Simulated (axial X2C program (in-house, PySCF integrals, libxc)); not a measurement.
**Ω levels of INdI from open-shell CI on f4 s0 d(πδ)0**

Computed with an axial X2C code built on PySCF integrals: two-component X2C with atomic mean-field Coulomb and Gaunt terms, basis I dyall-v3z, Nd dyall-v3z (cores contracted in-house). Orbitals come from Hartree–Fock averaged over the configuration Nd f4 s0 d(πδ)0; CI then distributes these electrons over the f, s, d(πδ) shells of Nd.

I–Nd–I held linear, both bonds 3.131 Å (near the minimum of the configuration average).

Active spinors (ω > 0):

```
shell    ω  ε (eV)                 character
    f  5/2    6.31                 100% Nd f
    f  3/2    6.44                 100% Nd f
    f  1/2    6.50                 100% Nd f
    f  7/2    6.56                 100% Nd f
    f  5/2    6.67                 100% Nd f
    f  3/2    6.75                 100% Nd f
    f  1/2    6.78                  99% Nd f
    s  1/2   -0.51        74% Nd s, 24% Nd d
d(πδ)  3/2    1.23                  99% Nd d
d(πδ)  5/2    1.24                  99% Nd d
d(πδ)  1/2    2.21  83% Nd d, 8% I p, 8% I d
d(πδ)  3/2    2.27  81% Nd d, 8% I p, 8% I d
```

Lowest levels of this model:

```tsv
Ω	energy (cm⁻¹)	g∥	configuration
0	0	0.00	100% f4
1	39	1.45	100% f4
2	130	2.73	100% f4
3	240	3.90	100% f4
4	482	5.30	100% f4
0	1118	0.00	100% f4
1	1130	1.77	100% f4
2	1170	3.61	100% f4
3	1250	5.46	100% f4
4	1393	7.09	100% f4
5	1519	9.42	100% f4
0	2340	0.00	100% f4
1	2348	2.09	100% f4
2	2375	4.22	100% f4
3	2427	6.36	100% f4
4	2515	8.46	100% f4
5	2636	10.59	100% f4
6	2739	13.16	100% f4
0	3658	0.00	100% f4
1	3667	2.29	100% f4
2	3695	4.61	100% f4
3	3739	6.96	100% f4
4	3799	9.30	100% f4
5	3878	11.61	100% f4
6	3985	13.98	100% f4
7	4107	16.67	100% f4
0	5047	0.00	100% f4
5	5256	12.35	100% f4
6	5312	14.82	100% f4
7	5413	17.28	100% f4
```

g∥ is the magnitude of 2⟨Lz + ge Sz⟩ for the +Ω component.

This point took 7.7 s on 1 thread of Intel(R) Xeon(R) 6975P-C (Granite Rapids) (shared host).

Dynamic correlation is missing, so gaps between terms are too wide and other configurations may lie lower; the lowest level listed is that of this model, not necessarily the ground state. At most 4 roots were kept for each Ω > 0 (twice that for Ω = 0) within 2.2 eV of the lowest, so higher up levels can be missing between those listed; levels with Ω > 0 are doubly degenerate and listed once, Ω = 0 levels singly. States that fill the shells left empty in the average are placed too high. The molecule was held linear; bending was not examined.
